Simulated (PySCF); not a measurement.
## Exercise with solution: chemical shift, span and skew from a shielding tensor

dibromo(dichloro)methane (CBr2Cl2), SMILES ClC(Cl)(Br)Br. Atoms are numbered in the order given.

```xyz
5

Cl     0.0000     1.4411    -1.4102
C      0.0000     0.0000    -0.3983
Cl     0.0000    -1.4411    -1.4102
Br    -1.5721     0.0000     0.7191
Br     1.5721     0.0000     0.7191
```
Charge 0, spin multiplicity 1.

Geometry optimised at ωB97X-D3(BJ)/def2-SVP.

GIAO shieldings from PySCF with PBE/pcSseg-1, non-relativistic, no solvent. The symmetric part of the tensor of C2 has the principal values 36.5, 39.0, 41.9 ppm. The same nucleus in TMS has σ = 182.0 ppm at this level (PySCF, at its B3LYP-D3(BJ)/def2-TZVP geometry). Without spin–orbit terms, shifts of atoms bonded to Cl or Br come out too high.

Question: Work out the isotropic shielding, the ¹³C shift against TMS, the span and the skew.

Answer: 
σ(iso) = (σ11 + σ22 + σ33)/3 = 39.1 ppm. δ = σ(ref) − σ(iso) = 182.0 − (39.1) = 142.9 ppm.
Span Ω = σ33 − σ11 = 5.4 ppm. Skew κ = 3(σ(iso) − σ22)/Ω = 0.07. Tumbling in solution averages the tensor to δ; in a static solid the shielding alone would spread this spin-1/2 line over Ω.
